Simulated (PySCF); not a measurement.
# Electron correlation in Cl⁺ (chlorine, charge +1)

[Ne] 3s2 3p4, high-spin 3P determinant. Computed with PySCF 2.14 in x2c-SVPall, with scalar relativity by spin-free X2C-1e. Frozen: [Ne]; 6 electrons correlated.

MP2 pair energies summed by pair of shells (mhartree):

```
 pair  energy  share (%)
3p-3p  -43.36       48.7
3s-3p  -38.20       42.9
3s-3s   -7.49        8.4
```

Total MP2 correlation energy: -89.04 mhartree.

Same-spin part -21.77 and opposite-spin part -67.27 mhartree; SCS-MP2 scales them by 1/3 and 6/5 to -87.98 mhartree.

```
  level  correlation energy (mhartree)
   CCSD                        -108.12
    (T)                          -1.03
CCSD(T)                        -109.15
```

Diagnostics: T1 = 0.0061, D1 = 0.0199, largest double amplitude 0.051.

Cost of the coupled-cluster step: 0.1 s of wall time on 1 thread of Neoverse-V1 (shared host), for 6 correlated electrons.
